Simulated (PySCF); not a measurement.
UHF on Nb²⁺ (niobium, charge +2)

Configuration: [Kr] 4d3, high-spin 4F determinant. Computed with PySCF 2.14 in aug-cc-pVTZ-PP with ECP28MDF (6s6p5d3f2g, 88 functions), with a scalar-relativistic core potential.

| Property | Result |
| --- | --- |
| Total energy | -55.449697 hartree |
| One-electron energy | -88.1033 hartree |
| Hartree (Coulomb) energy | 38.6400 hartree |
| Exchange energy | -5.9864 hartree |
| ⟨S²⟩ | 3.7549 |
| ⟨L²⟩ | 12.059 |
| Sum of ⟨r⟩ | 15.78 bohr |
| Sum of ⟨r²⟩ | 26.55 bohr² |

| shell | electrons | mean orbital energy (hartree) | rms radius, mean of both spins (bohr) |
| --- | --- | --- | --- |
| 4s α | 1 | -3.37957 | 1.25 |
| 4s β | 1 | -3.23523 | 1.25 |
| 4p α | 3 | -2.32854 | 1.39 |
| 4p β | 3 | -2.13277 | 1.39 |
| 4d α | 3 | -0.93247 | 1.98 |

Energies and moments cover only the electrons outside the core potential.
